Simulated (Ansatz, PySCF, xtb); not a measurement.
Torsion N1–Pb2–S3–H6 in H3NPbS (SMILES [NH2][Pb][SH]); at each angle all else is relaxed with GFN2-xTB, and the levels are single points there.
Geometry at 180° (charge 0, multiplicity 1):
```xyz
6

N     -1.300     0.042     0.134
Pb     0.137    -1.245     1.016
S      2.083    -0.331    -0.332
H     -2.286     0.081     0.336
H     -1.114     0.733    -0.573
H      3.014    -1.116     0.194
```

On the grid 0° to 330°, 270° is the highest and 180° the lowest point at MP2/CBS(def2-TZVPP, def2-QZVPP) + ΔCCSD(T)/def2-TZVPP.

Frozen-core correlation. Filled d and f shells under p-block atoms count as core.

Run with Ansatz (a quantum-chemistry and plane-wave program); PySCF for M06-2X, the dispersion terms; xtb for the GFN methods.  In def2 rows elements past Kr take small-core potentials, without spin–orbit coupling.

```json
[
 {"level": "GFN-FF", "energy at 270° less that at 180° (kcal/mol)": "0.59"},
 {"level": "GFN2-xTB", "energy at 270° less that at 180° (kcal/mol)": "4.34"},
 {"level": "PBE/def2-TZVPP", "energy at 270° less that at 180° (kcal/mol)": "4.39"},
 {"level": "r2SCAN-D3(BJ)/def2-TZVPP", "energy at 270° less that at 180° (kcal/mol)": "(withheld)"},
 {"level": "M06-2X/def2-TZVPP", "energy at 270° less that at 180° (kcal/mol)": "4.31"},
 {"level": "wB97X-V/def2-TZVPP", "energy at 270° less that at 180° (kcal/mol)": "4.48"},
 {"level": "wB97M-V/def2-TZVPP", "energy at 270° less that at 180° (kcal/mol)": "4.40"},
 {"level": "SCS-MP2/def2-SVP", "energy at 270° less that at 180° (kcal/mol)": "4.24"},
 {"level": "SCS-MP2/def2-TZVPP", "energy at 270° less that at 180° (kcal/mol)": "4.29"}
]
```

Task: Some entries are withheld; supply them.

Result: 
- r2SCAN-D3(BJ)/def2-TZVPP, energy at 270° less that at 180° (kcal/mol): 4.73
